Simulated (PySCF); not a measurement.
Be(OH)(SH) (BeH2OS), SMILES [OH][Be][SH]. Atoms are numbered in the order given.

```xyz
5

Be    -0.0167    -0.6408     0.0433
O     -0.1229    -2.0449     0.1604
H      0.0372    -2.7223    -0.4891
S      0.1357     1.2652    -0.0369
H     -1.1581     1.4023    -0.3778
```
Charge 0, spin multiplicity 1.

Geometry optimised at PBE0-D3(BJ)/def2-TZVP. The values are those of a single conformer.

Computed with TDDFT-PBE0/def2-TZVPD in PySCF 2.14.0.

Vertical excitations. Isolated molecule, no solvent.

Computed excitation energies, oscillator strengths and character:
```
state  energy (eV)  λ (nm)      f                                                             main pairs
-----  -----------  ------  -----  ---------------------------------------------------------------------
S1            5.74     216  0.050                                                         HOMO→LUMO 91 %
S2            6.16     201  0.008                                                       HOMO→LUMO+1 84 %
S3            6.82     182  0.006                                                       HOMO→LUMO+2 82 %
S4            7.08     175  0.040                                                       HOMO→LUMO+3 79 %
S5            7.38     168  0.040                                                       HOMO→LUMO+4 67 %
S6            7.41     167  0.092                                   HOMO−1→LUMO 74 %, HOMO−1→LUMO+1 12 %
S7            7.60     163  0.042                                                       HOMO−2→LUMO 87 %
S8            7.75     160  0.002  HOMO→LUMO+5 37 %, HOMO→LUMO+6 37 %, HOMO→LUMO+4 13 %, HOMO→LUMO+7 9 %
S9            7.88     157  0.008                                     HOMO→LUMO+5 47 %, HOMO→LUMO+6 35 %
S10           8.14     152  0.053                                                       HOMO−3→LUMO 78 %
T1            5.37     231      0                                       HOMO→LUMO 73 %, HOMO→LUMO+1 20 %
T2            5.83     213      0                      HOMO→LUMO+1 63 %, HOMO→LUMO 20 %, HOMO→LUMO+4 9 %
T3            6.18     201      0                                                       HOMO→LUMO+3 74 %
T4            6.62     187      0                                     HOMO→LUMO+2 58 %, HOMO→LUMO+4 11 %
```
Triplets are in the Tamm–Dancoff approximation, which puts them higher than full response would, so one can lie above its singlet here.
